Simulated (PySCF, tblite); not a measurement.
Species: C3H4BF3S.
Atom-mapped SMILES: `[F:1]/[CH:2]=[CH:3]/[BH:4][S:5][CH:6]([F:7])[F:8]` (hydrogens: H9 on C2; H10 on C3; H11 on B4; H12 on C6)

Geometry (GFN2-xTB, Å), atoms numbered from 1 in this order:
```
atom  x, y, z in Å
F1     3.714    0.000    0.972
C2     2.395   -0.156    0.830
C3     1.671    0.602    0.012
B4     0.153    0.455   -0.187
S5    -0.756   -0.744    0.768
C6    -2.453   -0.503    0.114
F7    -2.880    0.755    0.314
F8    -2.500   -0.724   -1.211
H9     2.016   -0.958    1.450
H10    2.209    1.361   -0.543
H11   -0.434    1.111   -0.952
H12   -3.134   -1.200    0.620
```

Jobs on this species (12 atoms, 70 electrons) with PySCF (density fitting) and tblite. Hardware of each: one thread, Arm Neoverse N1 (aarch64) (shared host). Other jobs ran on the host; a repeat could differ by tens of per cent or more.

| level and settings | work | basis functions | SCF cycles | wall time |
| --- | --- | --- | --- | --- |
| GFN2-xTB | Hessian by finite differences | – | – | 0.53 s |
| GFN2-xTB | L-BFGS relaxation | – | – | 0.93 s |
| PBE0/pcSseg-1 | shieldings, charges and field gradients | 163 | ? | ? |

Question: Fill in the missing figures.

Answer: 
- PBE0/pcSseg-1; shieldings, charges and field gradients: 36 s, 14 SCF cycles

Question: What do all jobs in the table cost together?

Answer: About 37 s; the longest takes about 96 % of that, and about 68 times as long as the shortest.
